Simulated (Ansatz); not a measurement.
HFGe, SMILES `[F][GeH]` (lower singlet) (charge 0, multiplicity 1). This singlet lies 1.90 eV below the relaxed triplet at the level composite: frozen-core CCSD(T) with HF/cc-pVQZ and the correlation energy extrapolated as X^-3 from cc-pVTZ and cc-pVQZ, plus CCSDT(Q) minus CCSD(T) in cc-pVDZ // B3LYP-D3(BJ)/def2-TZVP (Ansatz, a quantum-chemistry and plane-wave program).

Z-matrix (Å, degrees):
```
Ge
F 1 1.7704
H 1 1.6149 2 94.25
```
Charge 0, multiplicity 1.

Frozen-core energies in cc-pVDZ from Ansatz at a geometry from B3LYP-D3(BJ)/def2-TZVP; the HF reference has <S^2> = 0.00 and the T1 diagnostic is 0.014.

| level | energy (Ha) | difference from CCSDT(Q) (mHa) |
|---|---|---|
| HF | -2175.35874 | 310.07 |
| MP2 | -2175.64236 | 26.45 |
| CCSD | -2175.66098 | 7.84 |
| CCSD(T) | -2175.66759 | 1.22 |
| CCSDT | -2175.66810 | 0.72 |
| CCSDT(Q) | -2175.66882 | 0.00 |
